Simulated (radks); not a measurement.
Neutral iodine inside a hard spherical wall (all orbitals vanish at R), configuration held at [Kr] 4d10 5s2 5p5 and not refilled when levels cross. Calculated with a radial shooting solver on a logarithmic mesh with Libxc functionals: scalar-relativistic Kohn-Sham, LDA (Slater exchange, VWN5 correlation), spin-unpolarised, spherical densities, point nucleus. Eigenvalues in eV, with the zero of energy where the potential of the charges vanishes at infinity; a dash marks a level that is unbound or too diffuse for the functional's potential to be trusted. A positive occupied level is held by the wall or, in an anion where self-interaction has pushed it up, behind a barrier. The pressure on the wall is -dE/dV.

R (bohr)  E (hartree)  kinetic (hartree)    e(4p)    e(4d)    e(5s)   e(5p)  e(6s, empty)  e(5d, empty)  pressure (GPa)
free      -7110.63359           7461.955  -127.34  -50.337  -17.654  -7.240        -0.506             -               0
20        -7110.63359           7461.955  -127.34  -50.337  -17.654  -7.240        -0.499         0.850        < 0.0001
12        -7110.63359           7461.955  -127.34  -50.337  -17.654  -7.239        -0.318         1.450        < 0.0001
6         -7110.60936           7462.140  -126.50  -49.508  -16.991  -6.557         4.792         4.758            2.29
5         -7110.52798           7462.634  -124.87  -47.911  -15.749  -5.166        10.877         7.833            14.8
4         -7110.14628           7464.542  -120.36  -43.521  -12.162  -0.844        26.827        15.482             112
3.5       -7109.54546           7467.155  -115.74  -39.074   -8.024   4.300        44.158        23.669             342
2.5       -7104.25278           7486.939  -94.558  -18.840   18.343  36.640        139.39        69.191            4660
2         -7092.34969           7528.034  -67.359    8.251   67.401  93.865        282.56        139.64           24500
1.5       -7045.66355           7674.040    0.473   81.789   233.89  275.32        672.45        336.72          191000
